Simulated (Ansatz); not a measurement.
Calculated with Ansatz (gas phase, PBE0-D4/def2-TZVP geometries, no zero-point term in ΔE). CBS: MP2 limit from def2 TZ/QZ plus the TZ coupled-cluster correction, frozen cores. DFT in def2-TZVPP. B3LYP here is the variant with VWN-RPA as its local correlation; programs differ in this. Each species was taken in one conformer, which may not be the lowest.

`O[SiH](O)C[SiH](Cl)Cl` + `O[SiH2]F` → `O[SiH](O)O[SiH2]F` + `C[SiH](Cl)Cl`  (ligand exchange at the Si–C bond)

```tsv
level	ΔE (kcal/mol)	difference from CCSD(T)/CBS
PBE-D4	-23.6	3.8
r2SCAN-D4	-27.2	0.2
B3LYP-D4	-27.6	-0.2
ωB97X-V	-26.8	0.6
ωB97M-V	-26.5	0.9
B2PLYP	-29.1	-1.7
r2SCAN	-27.6	-0.2
PBE0	-26.4	1.0
B3LYP	-29.8	-2.4
HF/def2-TZVPP	-35.0	-7.6
MP2/def2-TZVPP	-26.9	0.5
HF/def2-QZVPP	-35.7	-8.3
SCS-MP2/def2-QZVPP	-28.8	-1.4
HF/CBS(def2)	-35.8	-8.4
MP2/CBS(def2)	-27.0	0.4
CCSD/CBS(def2)	-28.6	-1.2
CCSD(T)/CBS	-27.4	0
```

Largest T1 diagnostic among the species: 0.012.

In def2-TZVPP, CCSD(T) changes the Hartree–Fock value by +7.7 kcal/mol (the triples alone add +1.2 kcal/mol) and MP2 by +8.1 kcal/mol. From PBE to PBE0 (25 % exact exchange), in def2-TZVPP and without D4, ΔE moves by −1.5 kcal/mol.
